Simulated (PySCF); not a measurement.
Species: C₅H₁₂Si₂ (charge +1 and doublet state).
Geometry (GFN2-xTB, Å), atoms numbered from 1 in this order:
```xyz
19
C5H12Si2 angstrom
C      3.3388    0.1089    0.2458
C      2.0150    0.4367   -0.2944
C      0.8352    0.2046    0.3513
C     -0.4382    0.5670   -0.1559
Si    -1.4171   -1.2171   -0.8842
C     -2.8587   -0.6469    0.1940
Si    -1.9625    0.8832    0.9885
H      3.2814   -0.3852    1.2115
H      3.9390    1.0173    0.3388
H      3.8831   -0.5217   -0.4608
H      1.9927    0.9159   -1.2656
H      0.8690   -0.2886    1.3147
H     -0.3648    1.1987   -1.0384
H     -1.4218   -1.0109   -2.3273
H     -0.5947   -2.3342   -0.4361
H     -3.1880   -1.3831    0.9234
H     -3.7413   -0.3652   -0.3760
H     -1.6071    0.6637    2.3845
H     -2.5700    2.1661    0.6670
```

The hyperfine couplings belong to this conformer and change with its torsions.

The species is `C[CH+][CH]C1[SiH2]C[SiH2]1` [radical] (charge +1).

Computed with UKS B3LYP, pcH-1 on C H Si, non-relativistic, mean-field spin-orbit, GIAO (PySCF 2.14.0). One conformer (not necessarily the lowest) at the GFN2-xTB geometry, without solvent, vibrations or thermal averaging. The geometry wasn't refined by DFT: couplings that depend on bond lengths, twists or pyramidal angles can differ widely from those at the functional's own minimum, by a factor of two or more for some ions and for spin on atoms past the first row. The SCF solution wasn't tested for stability.

Question: The isotropic 13C couplings are +35.2, -17.4, +16.6, -13.4, +10.5 MHz. Assign them to C1; C2; C3; C4; C6.

Answer: 
| site | a_iso (MHz) | ρ(0) (bohr⁻³) | position | distance from C2 (Å) | spin population | largest \|T\| (MHz) |
| --- | --- | --- | --- | --- | --- | --- |
| C1 | -17.4 | -0.0155 | 1 bond from C2 | 1.47 | -0.03 | 4.6 |
| C2 | +35.2 | +0.0313 | largest spin population | 0.00 | +0.49 | 80.2 |
| C3 | -13.4 | -0.0119 | 1 bond from C2 | 1.36 | +0.05 | 15.6 |
| C4 | +10.5 | +0.0093 | 2 bonds from C2 | 2.46 | +0.26 | 45.3 |
| C6 | +16.6 | +0.0147 | 4 bonds from C2 | 5.02 | +0.02 | 5.8 |

ρ(0) is the spin density at the nucleus and T the dipolar tensor; a_iso includes a spin–orbit part; entries for several nuclei are means. The largest Mulliken spin populations are on C2 (+0.49), C4 (+0.26) and Si5 (+0.13).

Class means assume fast exchange of nuclei equivalent by connectivity; if that motion is slow, each nucleus keeps its own coupling. The three 1H nuclei of mean +61.0 MHz run from 0.4 to 92.5 MHz in the frozen geometry. The 29Si value of -29.2 MHz is a mean of couplings from -38.8 to -19.5 MHz in this one geometry, not an average over conformers. The 1H value of +5.2 MHz is a mean of couplings from -0.2 to 10.7 MHz in this one geometry, not an average over conformers.

The SMILES `C[CH+][CH]C1[SiH2]C[SiH2]1` draws the unpaired electron on C3, whose computed spin population is only +0.05.

The run took 3.3 min of wall time (grids of density and orbitals included) on Arm Neoverse N1, one thread, shared host with 48 logical CPUs at a one-minute load of 20, and the process peaked at 0.97 GiB of memory.
